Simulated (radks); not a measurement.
Results of a calculation; reference values are marked as such.
Q: Neutral chlorine, configuration [Ne] 3s1.5 3p5.5 (fractional occupations, a model configuration). Code: a radial shooting solver on a logarithmic mesh with Libxc functionals. Model: non-relativistic Kohn-Sham, MS2 meta-GGA, spin-polarised, spherical densities, point nucleus; open shells are filled with parallel spins first; meta-GGA in the generalised Kohn-Sham scheme. Some entries of the table are withheld. Estimate them.

| orbital | occ. | eigenvalue (hartree) | <r> (bohr) |
|---|---|---|---|
| 1s up | 1 | -101.0904 | 0.09130 |
| 1s down | 1 | -101.0826 | 0.09130 |
| 2s up | 1 | -9.42553 | 0.4435 |
| 2s down | 1 | -9.42109 | 0.4436 |
| 2p up | 3 | -7.12676 | (1) |
| 2p down | 3 | -7.11758 | (2) |
| 3s up | 1 | -0.83214 | (3) |
| 3s down | 0.5 | -0.77101 | (4) |
| 3p up | 3 | -0.35660 | 1.800 |
| 3p down | 2.5 | -0.31066 | 1.855 |

A: 
(1) 2p up <r> (bohr): 0.4072
(2) 2p down <r> (bohr): 0.4073
(3) 3s up <r> (bohr): 1.536
(4) 3s down <r> (bohr): 1.555
